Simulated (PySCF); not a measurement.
C₈H₁₀O₂Si, SMILES COC(=O)c1ccc([SiH3])cc1 (GFN2-xTB optimised geometry):

```
21

C     -1.593    -3.850    -0.014
O     -0.903    -2.611    -0.008
C     -1.676    -1.512    -0.004
O     -2.883    -1.561    -0.004
C     -0.888    -0.259     0.000
C     -1.573     0.955     0.001
C     -0.874     2.144     0.001
C      0.520     2.161     0.000
Si     1.452     3.805     0.005
C      1.190     0.940     0.000
C      0.504    -0.259     0.000
H     -2.228    -3.926    -0.899
H     -0.830    -4.624    -0.021
H     -2.222    -3.938     0.875
H     -2.653     0.938     0.002
H     -1.414     3.080     0.001
H      1.192     4.492     1.272
H      0.970     4.624    -1.110
H      2.883     3.536    -0.142
H      2.271     0.931    -0.001
H      1.036    -1.197    -0.001
```

Calculation: PBE/def2-SVP run with PySCF.

Question: What are the frontier orbital energies and the dipole moment?

Answer: HOMO-2 -6.58 eV, HOMO-1 -6.53 eV, HOMO -6.24 eV, LUMO -2.29 eV, LUMO+1 -1.27 eV; dipole moment 1.61 D.

On the same geometry PySCF 2.14.0 with PBE0/def2-SVP gives HOMO-2 -8.02 eV, HOMO-1 -7.64 eV, HOMO -7.59 eV, LUMO -1.51 eV, LUMO+1 -0.37 eV; dipole moment 1.67 D.

Meta-Löwdin charges at PBE/def2-SVP: C1 -0.10, O2 -0.31, C3 0.44, O4 -0.42, C5 -0.03, C6 -0.09, C7 -0.10, C8 -0.19, Si9 0.43, C10 -0.10, C11 -0.09, H12 0.11, H13 0.12, H14 0.11, H15 0.12, H16 0.10, H17 -0.08, H18 -0.08, H19 -0.08, H20 0.11, H21 0.12.
